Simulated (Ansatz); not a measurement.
The cluster Be2I5⁻, relaxed as a singlet with RKS r2SCAN-D4/def2-SVPD in Ansatz, starting from the GFN2-xTB geometry. Force threshold 0.02 eV/Å.

In the def2 sets I takes a core potential; there is no spin–orbit coupling. The structure comes from a short search, and lower isomers may exist.

Start:

```xyz
7

Be   -1.2437   -0.3898    0.0259
Be    1.2430    0.3918   -0.0231
I    -0.3541    1.2413    1.7675
I     3.4447    1.0904   -0.0589
I     0.6566   -2.0790    0.2257
I    -0.3014    0.8325   -2.0039
I    -3.4451   -1.0873    0.0668
```

(1) Estimate the energy that the relaxation releases and the steps that it takes.

(2) Does the start keep its bonding and symmetry?

(3) Predict the relaxed structure.

Answers

(1) 0.02 eV, in 5 steps; 33 s on 4 threads of Arm Neoverse V2 on a shared host. No frequencies were taken in this run, so the end may be a saddle point.

(2) By distances, no bond broke or formed. The bond that changes most is Be2–I5, from 2.55 to 2.52 Å (atoms count from 1). Point group D3h at the start, D3h at the end, both within 0.05 Å.

(3) 
```csv
atom,x (Å),y (Å),z (Å)
Be1,-1.1994,-0.3784,0.0225
Be2,1.1995,0.3783,-0.0225
I3,-0.3565,1.2347,1.7632
I4,3.3993,1.0723,-0.0637
I5,0.6566,-2.0680,0.2310
I6,-0.3002,0.8334,-1.9940
I7,-3.3992,-1.0723,0.0636
```
Bond lengths (bridged metal pairs left out): 8 × Be–I 2.31 to 2.52 Å.
